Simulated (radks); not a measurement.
Removal energies from the thallium ion Tl8+, [Xe] 4f14 5d5, by Delta-SCF beside the eigenvalue of the level emptied. Method: scalar-relativistic Kohn-Sham, LDA (Slater exchange, Perdew-Wang correlation), spin-polarised, spherical densities, finite nucleus; Fermi nuclear charge, rms radius of each element as measured or else 0.836 A^(1/3) + 0.57 fm; computed with a radial shooting solver on a logarithmic mesh with Libxc functionals. Open shells are filled with parallel spins first.

\begin{tabular}{lrrr}
removed from & final configuration & Delta-SCF (eV) & -eigenvalue (eV) \\ \hline
5d & [Xe] 4f14 5d4 & 139.48 & 130.27 \\
5p & [Kr] 4d10 4f14 5s2 5p5 5d5 & 203.53 & 193.24 \\
4f & [Xe] 4f13 5d5 & 256.89 & 239.20 \\
5s & [Kr] 4d10 4f14 5s1 5p6 5d5 & 262.05 & 250.80 \\
\end{tabular}
